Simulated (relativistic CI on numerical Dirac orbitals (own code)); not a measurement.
Computed by Dirac-Coulomb-Breit CI, separate exchange-only KLI orbitals for each configuration, QED by a radiative potential, unscaled Slater integrals (own radial code, finite nucleus).

CI space (outside the closed core 1s2): 2s²2p, 2s2p², 2p³, 2p²3s, 2p²3p, 2p²3d, 2s²3s, 2s²3p, 2s²3d, 2s2p3s, 2s2p3p, 2s2p3d, 2s²4s, 2s²4p, 2s²4d, 2s²4f, 2s2p4s, 2s2p4p, 2s2p4d, 2s2p4f, 2s²5s, 2s²5p, 2s²5d, 2s²5f, 2s²5g, 2s3s², 2s3s3p, 2s3s3d, 2s3p², 2s3p3d, 2s2p5s, 2s2p5p, 2p3s², 2s2p5d, 2s2p5f, 2s2p5g. Levels of other configurations are missing.

At this charge energies of transitions that change n are usually good to better than 1 %, and those within a shell (Δn = 0) to a few per cent.

Outline of the computed level scheme of Cd XLIV. Lowest level of each configuration: 2s²2p ²P°1/2 at 0.00 eV; 2s2p² ⁴P1/2 at 136.65 eV; 2p³ ²P°3/2 at 531.91 eV; 2s²3s ²S1/2 at 3982.95 eV; 2s²3p ²P°1/2 at 4031.43 eV; 2s2p3s ⁴P°1/2 at 4077.47 eV; 2s2p3p ⁴D1/2 at 4118.54 eV; 2s²3d ²D3/2 at 4129.90 eV; 2s2p3d ⁴F°3/2 at 4217.92 eV.

Some strong electric-dipole decays among the lowest 43 levels: 2s2p3d ⁴D°1/2 → 2s2p² ⁴P1/2 (4.1e+14 s⁻¹); 2s²3d ²D3/2 → 2s²2p ²P°1/2 (2.8e+14 s⁻¹); 2s2p3d ⁴D°3/2 → 2s2p² ⁴P1/2 (2.7e+14 s⁻¹); 2s²3d ²D5/2 → 2s²2p ²P°3/2 (2.7e+14 s⁻¹); 2s2p3d ⁴F°7/2 → 2s2p² ²D5/2 (2.3e+14 s⁻¹); 2s2p3d ⁴P°5/2 → 2s2p² ⁴P3/2 (2.1e+14 s⁻¹); 2s2p3d ²F°5/2 → 2s2p² ²D3/2 (2.0e+14 s⁻¹); 2s2p3d ²D°3/2 → 2s2p² ²P1/2 (1.9e+14 s⁻¹).

LS names give the leading component of a level, which can be under half, so a name can repeat, a term be missing and a line seem to break the LS rules.
